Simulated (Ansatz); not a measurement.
```yaml
atoms:
  - { symbol: H, position_ang: [0.0000, 0.0000, -1.3109] }
  - { symbol: Cl, position_ang: [0.0000, 0.0000, 0.0771] }
```

Basis set: cc-pVDZ (spherical functions). Correlated methods keep 5 orbitals frozen. Charge 0, multiplicity 1.

Computed with Ansatz (development build ahead of 0.2.0); each method stands on the lowest determinant of its kind that the runs found. Restricted open shells among the atoms or ions are ROHF, correlated in semicanonical orbitals with singles.

The atomization energy at this shape (free ground-state atoms in the same class of orbitals less the molecule, no zero-point energy) of singlet HCl:

| method | atomization energy |
| --- | --- |
| RHF | 3.17 eV |

Q: What does RHF-MP2 give?

A: 4.07 eV. Caution: the shape is not the minimum.
